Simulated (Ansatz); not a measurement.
`CC1([SiH3])BC1` and `[AlH2][C]1([SiH3])BC1` differ in one atom or group.

Ansatz, PBE0-D4/def2-TZVP geometries, multiplicity 1. 

```
                             property  `CC1([SiH3])BC1`
  LUMO energy (B3LYP/def2-TZVPP) / eV             -1.66
 HOMO–LUMO gap (PBE0/def2-TZVPP) / eV              5.78
   HOMO energy (PBE0/def2-TZVPP) / eV             -7.23
  HOMO energy (B3LYP/def2-TZVPP) / eV             -7.04
   LUMO energy (PBE0/def2-TZVPP) / eV             -1.45
HOMO–LUMO gap (B3LYP/def2-TZVPP) / eV              5.38
```

(1) What does the change do to each property? (Best estimate.)

## Answers

(1) Ansatz gave: 
```
                             property  `[AlH2][C]1([SiH3])BC1`  shift
  LUMO energy (B3LYP/def2-TZVPP) / eV                    -2.07  -0.41
 HOMO–LUMO gap (PBE0/def2-TZVPP) / eV                     5.56  -0.22
   HOMO energy (PBE0/def2-TZVPP) / eV                    -7.44  -0.21
  HOMO energy (B3LYP/def2-TZVPP) / eV                    -7.23  -0.19
   LUMO energy (PBE0/def2-TZVPP) / eV                    -1.88  -0.43
HOMO–LUMO gap (B3LYP/def2-TZVPP) / eV                     5.16  -0.22
```

With PBE0 the HOMO falls by 0.21 eV and the LUMO falls by 0.43 eV, so the gap narrows by about 0.22 eV. PBE moves the HOMO by -0.24 eV and ωB97M-V by -0.17 eV.

B3LYP here is the variant with VWN-RPA as its local correlation; programs differ in this.
